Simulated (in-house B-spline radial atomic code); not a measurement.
A radial electron density 4πr²n(r) was computed for an atom or ion in its tabulated ground configuration with an all-electron radial atomic-structure program (B-spline basis); method: Dirac-Kohn-Sham B3LYP, spherical fractional occupations, exact exchange averaged over the configuration. Columns: r (bohr), 4πr²n(r) (electrons per bohr), bar.

```
 0.00105    1.719 #
 0.00127    2.396 #
 0.00154     3.34 ##
 0.00186    4.598 ##
 0.00226    6.349 ###
 0.00274    8.661 #####
 0.00332    11.69 ######
 0.00402    15.56 ########
 0.00487    20.43 ###########
  0.0059    26.35 ##############
 0.00716    33.32 ##################
 0.00867    40.96 ######################
  0.0105    48.83 ##########################
  0.0127    56.08 ##############################
  0.0154    61.83 #################################
  0.0187    64.97 ###################################
  0.0227    64.87 ###################################
  0.0275    62.04 #################################
  0.0333    58.28 ###############################
  0.0404    56.41 ##############################
  0.0489    59.13 ################################
  0.0593    66.98 ####################################
  0.0719    76.71 #########################################
  0.0871    82.25 ############################################
   0.106    78.71 ##########################################
   0.128    68.06 ####################################
   0.155    58.24 ###############################
   0.188    57.52 ###############################
   0.228    64.45 ##################################
   0.276    67.31 ####################################
   0.335    56.79 ##############################
   0.406    37.62 ####################
   0.492    23.16 ############
   0.596    19.83 ###########
   0.722    21.49 ###########
   0.876    19.61 ##########
    1.06    13.18 #######
    1.29    6.246 ###
    1.56    2.164 #
    1.89   0.5169 
    2.29  0.08142 
    2.78 0.007379 
    3.36 0.0003632
```

(1) Which atom or ion is it?
A. Sn8+
B. Cd8+
C. I9+
D. Sn9+

Results:

(1) A. The area under the curve, ∫4πr²n dr = ∫r·4πr²n d(ln r) on this logarithmic grid, is 42 electrons, which only this option has. The configuration is [Kr] 4d6.
